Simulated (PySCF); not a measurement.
C₂H₆N, SMILES C=[NH+]C, charge +1.

The structure is a stationary point at B3LYP-D3(BJ)/def2-TZVP. The isomer is the one that the SMILES or the coordinates give; other isomers of the formula were not compared.

The numbers are results of CAM-B3LYP/def2-TZVPD in PySCF, not measurements.

Symmetry labels are those of the subgroup Cs that the program uses (full group Cs).

Computed valence orbital energies around the gap with their symmetry:
| orbital | symmetry | energy (eV) |
|---|---|---|
| HOMO−7 | A' | -28.74 |
| HOMO−6 | A' | -26.24 |
| HOMO−5 | A' | -23.44 |
| HOMO−4 | A' | -21.90 |
| HOMO−3 | A" | -20.60 |
| HOMO−2 | A' | -19.33 |
| HOMO−1 | A' | -18.77 |
| HOMO | A" | -17.45 |
| LUMO | A" | -6.56 |
| LUMO+1 | A' | -3.92 |
| LUMO+2 | A' | -2.99 |
| LUMO+3 | A' | -2.60 |
